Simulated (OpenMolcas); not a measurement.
## Pt3+ in a point-charge field

Pt3+ among 4 point charges of -2 e arranged as a tetrahedron (Td), 2.01 Å from the ion.

```yaml
Program: OpenMolcas
Method: CASSCF
Basis: ANO-RCC-VTZP [8s7p5d3f1g]
Scalar_Hamiltonian: DKH2, point nucleus
Active_space: 7 electrons in 5 orbitals (5d)
State_averaging: 2S+1 = 4 even, 10 roots; 2S+1 = 2 even, 40 roots
Spin-orbit_coupling: state interaction with AMFI integrals over the reference wave functions
```

The lowest spin-free states (labels of Td), above the lowest:

```csv
State,Degeneracy,E (cm-1),Free-ion L (%)
4A2,1,0.0,F (100)
4T2,3,3298,F (100)
4T1,3,5710,F (99)
2E,2,16637,G (82)
2T1,3,16906,G (78)
4T1,3,17455,P (99)
2A1,1,17811,G (100)
2T2,3,18660,G (94)
2T1,3,21629,H (55)
2T2,3,21875,H (82)
2E,2,23159,H (61)
2T1,3,23857,P (50)
2T1,3,24581,H (83)
2T2,3,25750,D (77)
2E,2,27480,D (56)
2A2,1,35654,F (100)
2T2,3,36240,F (99)
2T1,3,36858,F (98)
2E,2,55380,D (100)
2T2,3,55830,D (99)
```

The lowest levels with spin-orbit coupling:

```
E (cm-1)  Degeneracy  Label      2S+1               g
     0.0           4     Γ8  4 (89 %)                
    1847           4     Γ8  4 (85 %)                
    2501           2     Γ6  4 (83 %)  4.44 4.44 4.44
   10356           4     Γ8  4 (90 %)                
   10806           2     Γ6         4  2.58 2.58 2.58
   10953           2     Γ7         4  3.91 3.91 3.91
   13258           4     Γ8  4 (78 %)                
   13635           2     Γ7  4 (75 %)  2.03 2.03 2.03
   14296           4     Γ8  4 (53 %)                
   19326           4     Γ8  4 (78 %)                
   20305           2     Γ6  2 (84 %)  3.75 3.75 3.75
   20576           4     Γ8  2 (59 %)                
   21144           4     Γ8  4 (63 %)                
   22169           2     Γ7         4  2.51 2.51 2.51
   22641           4     Γ8  2 (86 %)                
   25186           2     Γ6  4 (67 %)  2.05 2.05 2.05
   27352           4     Γ8         2                
   27862           2     Γ7         2  3.80 3.80 3.80
   28223           2     Γ6         2  2.70 2.70 2.70
   28776           4     Γ8         2
```

Powder χT (cm3 K/mol): 3.97 at 2 K, 3.97 at 10 K, 4.01 at 50 K, 4.06 at 100 K, 4.15 at 200 K, 4.24 at 300 K. The effective moment at 300 K is 2.828 √(χT) = 5.82 μB.

Spin-orbit coupling mixes the spin-free states strongly: the lowest level takes only 47 % from its leading state, 4A2. Without dynamic correlation the repulsion within the d shell is too large (B by tens of per cent), so at a given field states of lower spin stand too high. This is an electrostatic model: the charges have no orbitals. No measured value stands beside these numbers.
